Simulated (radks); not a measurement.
Values are calculated unless marked as measured or tabulated.
Question: Gd13+, 51 electrons, occupied as [Kr] 4d10 4f5 (the NIST ground configuration). Code: a radial shooting solver on a logarithmic mesh with Libxc functionals. Model: scalar-relativistic Kohn-Sham, exchange-only LDA, spin-polarised, spherical densities, point nucleus; open shells are filled with parallel spins first (spin-orbit coupling, left out, can overturn this in heavy ions). Some entries of the table are withheld. Estimate them.

orbital  occ.  eigenvalue (eV)  <r> (bohr)
1s down     1        -50299.42     0.02192
1s up       1        -50299.40     0.02192
2s up       1        -8505.535     0.09334
2s down     1        -8505.447     0.09333
2p up       3        -7598.738     0.08239
2p down     3        -7598.684     0.08238
3s up       1        -2070.792      0.2446
3s down     1        -2068.019      0.2444
3p up       3        -1789.816      0.2432
3p down     3        -1787.068      0.2429
3d up       5        -1417.939      0.2212
3d down     5        -1415.799      0.2209
4s up       1        -602.8662      0.5486
4s down     1        -596.9222      0.5486
4p up       3        -509.2055      0.5779
4p down     3        -503.3255      0.5781
4d up       5        -379.2294      0.6175
4d down     5        -373.4060      0.6179
5s up       0        -250.0759       1.133
5s down     0        -245.3326       1.138
4f up       5        -234.8740      0.6866
4f down     0        -228.9823      0.6893
5p up       0        -218.9332         (1)
5p down     0        -214.4795         (2)

Answer: 
(1) 5p up <r> (bohr): 1.219
(2) 5p down <r> (bohr): 1.227
